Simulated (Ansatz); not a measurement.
Reaction (isomerisation): `C#CO[CH2][AlH][CH3]` → `C=C(C)[CH]1[O][AlH]1`

Computed with Ansatz on PBE0-D4/def2-TZVP structures; ΔE is electronic, products minus reactants. CCSD(T)/CBS is the MP2 limit (def2-TZVPP, def2-QZVPP) plus CCSD(T) − MP2 in def2-TZVPP, frozen cores. DFT in def2-TZVPP. B3LYP here is the variant with VWN-RPA as its local correlation; programs differ in this. One conformer a species, not always the lowest.

```csv
level,ΔE (kJ/mol)
PBE,-141.6
r2SCAN,-140.5
PBE0,-140.4
B3LYP,-136.5
CCSD(T)/def2-TZVPP,-136.3
HF/CBS(def2),-118.9
MP2/CBS(def2),-143.8
CCSD/CBS(def2),-139.1
```

Problem. What does CCSD(T)/CBS give? (Best estimate.)

Solution. The calculation gave: -139.4 kJ/mol. The listed levels differ from it by -2.2, -1.1, -1.0, 2.9, 3.1, 20.5, -4.4, 0.3 kJ/mol.

Largest T1 diagnostic among the species: 0.015.

In def2-TZVPP, CCSD(T) changes the Hartree–Fock value by −18.6 kJ/mol (the triples alone add −0.4 kJ/mol) and MP2 by −23.0 kJ/mol.
